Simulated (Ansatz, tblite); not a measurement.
Cost and result up the ladder for the cluster SiB3 (the lowest doublet isomer of a short search) (4 atoms). The state is a doublet with charge 0. Geometry: r2SCAN-D4/def2-TZVP.

```xyz
4

B    -0.114   -0.966   -0.060
B    -1.072    0.016   -0.756
B    -0.076    0.969   -0.075
Si    1.262   -0.018    0.890
```

Ansatz on 4 threads of Arm Neoverse V1 on a shared host; xTB runs through tblite on one thread. Times are rough, summed over both states, and most runs start from the orbitals of an earlier one. ωB97X-V/def2-TZVP serves as the yardstick here, not as an exact answer. The other state is a quartet at its own geometry.

The xTB rows come from tblite. LC-ωPBE has ω = 0.4 bohr⁻¹. Correlated methods freeze 8 core orbitals. In CCSD on the charge 0 quartet the largest single amplitude is 0.26, so its Hartree–Fock determinant may place the open shell otherwise than the density functionals do. The structure comes from a short search, and lower isomers may exist.

Run but left out: HF/STO-3G, MP2/def2-TZVP, MP2/def2-TZVPP (doublet: ⟨S²⟩ 0.93 to 1.64, where a pure state has 0.75); HF/def2-TZVP, HF/def2-TZVPP (doublet: a determinant that CCSD turns far, T1 0.064).

Correlated methods converge slowly with the basis.

xTB has no spin-polarisation term.

| level | functions | wall time | quartet − doublet (eV) | difference from ωB97X-V/def2-TZVP (eV) | remarks |
| --- | --- | --- | --- | --- | --- |
| GFN1-xTB | 21 | 0.004 s | 2.11 | 1.06 | – |
| GFN2-xTB | 21 | 0.007 s | 2.19 | 1.14 | – |
| LDA (SPW92)/def2-TZVP | 130 | 1.2 s | 1.18 | 0.13 | – |
| PBE-D4/def2-TZVP | 130 | 2.6 s | 1.03 | -0.02 | – |
| RPA@PBE/def2-TZVP | 130 | 3.5 s | 1.02 | -0.03 | – |
| PBE0-D4/def2-TZVP | 130 | 3.6 s | 0.92 | -0.12 | – |
| BHLYP-D4/def2-TZVP | 130 | 5.3 s | 0.95 | -0.09 | – |
| LC-ωPBE/def2-TZVP | 130 | 6.8 s | 0.84 | -0.21 | – |
| r2SCAN-D4/def2-TZVP (with forces) | 130 | 9.6 s | 0.83 | -0.22 | spin-contaminated (⟨S²⟩ 0.83) (doublet) |
| ωB97X-V/def2-TZVP | 130 | 16 s | 1.05 | 0.00 | – |
| CCSD(T)/def2-TZVPP | 135 | 21 s | 0.99 | -0.06 | large T1 (0.064) (doublet), large T1 (0.067) (quartet), spin-contaminated (⟨S²⟩ 0.93) (doublet), spin-contaminated (⟨S²⟩ 3.88) (quartet) |
